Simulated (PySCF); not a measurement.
## Relaxation of triplet H₂PtO

Computed with UPBE0/[Pt def2-TZVP with ECP60, O def2-TZVP, H def2-TZVP], scalar-relativistic core potentials, density fitting, no spin–orbit coupling, PySCF. A (50,194) grid was used.

A start displaced from a saddle point along its imaginary mode, with no symmetry imposed:

```xyz
4
charge 0 multiplicity 3, angstrom
Pt    0.1296    0.0011   -0.0073
O    -1.7122   -0.0065   -0.0154
H     0.3609    0.0125    1.4964
H     1.7336   -0.1200    0.1568
```

Q: What does it relax to?

A: It ends at C1 with Pt–H 1.520 Å, Pt–H 1.600 Å, Pt–O 1.844 Å; H–Pt–H 80.7°, H–Pt–O 98.1°, H–Pt–O 160.2°. A frequency run shows a minimum. Other isomers or separated fragments may lie lower.

Q: How much energy is released, and in how many steps?

A: 1.4 kJ/mol in 11 steps.

With open d or f shells other occupations or spin states may lie lower. At this level a singlet minimum of Cs symmetry lies 18 kJ/mol below this structure. No spin–orbit coupling is included, which matters more the heavier the element.

The relaxation took roughly 70 core-seconds on a shared host.
